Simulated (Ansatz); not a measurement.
`CB(O)F` + CH₃OH → `COB(C)O` + H–F at 600 K and 1 bar (ligand exchange at a B–F bond).

Computed with Ansatz on PBE0-D4/def2-TZVP structures; ΔE is electronic, products minus reactants. CCSD(T)/CBS is the MP2 limit (def2-TZVPP, def2-QZVPP) plus CCSD(T) − MP2 in def2-TZVPP, frozen cores. This one scheme is used for every species. One conformer a species, not always the lowest.

| species | CCSD(T)/CBS energy (Eh) | H − E (kJ/mol) | S (J/(mol·K)) |
| --- | --- | --- | --- |
| `CB(O)F` | -240.35473 | 198.2 | 359.9 |
| CH₃OH | -115.61712 | 163.6 | 277.3 |
| `COB(C)O` | -255.57080 | 320.7 | 429.4 |
| H–F | -100.39570 | 42.3 | 194.0 |

H − E and S are ideal-gas, rigid-rotor, harmonic terms from PBE0-D4/def2-TZVP, for one conformer and one mirror image of each species. 1 Eh = 2625.50 kJ/mol, R = 8.31446 J/(mol·K).

Problem. By hand: ΔE, ΔH, ΔS and ΔG.

Solution. ΔE = (-255.57080) + (-100.39570) − (-240.35473) − (-115.61712) = 0.00535 Eh = 14.0 kJ/mol. Δ(H − E) = 320.7 + 42.3 − 198.2 − 163.6 = 1.2, so ΔH = 15.2 kJ/mol. ΔS = 429.4 + 194.0 − 359.9 − 277.3 = -13.8 J/(mol·K). ΔG = 15.2 − 600 × (-13.8)/1000 = 23.5 kJ/mol.

Problem. By hand: the equilibrium constant, and the temperature at which ΔG would vanish if ΔH and ΔS stayed fixed.

Solution. log₁₀ K = −ΔG/(RT ln 10) = -2.0. ΔH and −TΔS have one sign here, so there is no such temperature.

TΔS isn't small against ΔH here. A doubt of 5 kJ/mol in ΔE shifts log₁₀ K by 0.4 here. Other conformers and mirror images would add mixing entropy, several J/(mol·K) or more a flexible species. Modes under 60 cm⁻¹, often nearly free rotors, make the harmonic entropy too high. These are equilibria of isolated gas molecules and say nothing of rates. Largest T1 diagnostic: 0.012 (customary marks: 0.02 for closed shells, 0.045 for open ones).
